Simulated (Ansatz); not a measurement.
CH4F2NV, SMILES `[CH3][V](=[NH])([F])[F]` at its PBE0-D4/def2-TZVP geometry, where that method's forces vanish. Charge 0, multiplicity 1.

```xyz
9

C    -0.8306    0.6937   -0.6216
V     0.1898   -0.3917    0.7058
N     1.5157   -0.7517   -0.1124
F     0.5369    0.6467    2.0487
F    -0.7547   -1.8066    1.0348
H    -0.2499    1.5740   -0.8999
H    -1.7591    0.9814   -0.1176
H    -1.0390    0.0882   -1.5047
H     2.3909   -1.0340   -0.5330
```

Problem. What forces (eV/Å) does r2SCAN-D4/def2-TZVPP give on these atoms in the Gaussian-basis code of Ansatz? (An estimate is asked.)

Solution. Computed: 
```
C1  -0.110  0.088 -0.073
V2  -0.636  0.238  0.232
N3   0.728 -0.219 -0.392
F4   0.060  0.127  0.200
F5  -0.116 -0.206  0.063
H6  -0.005 -0.013 -0.007
H7   0.011 -0.007  0.001
H8   0.010  0.013  0.004
H9   0.058 -0.020 -0.029
```
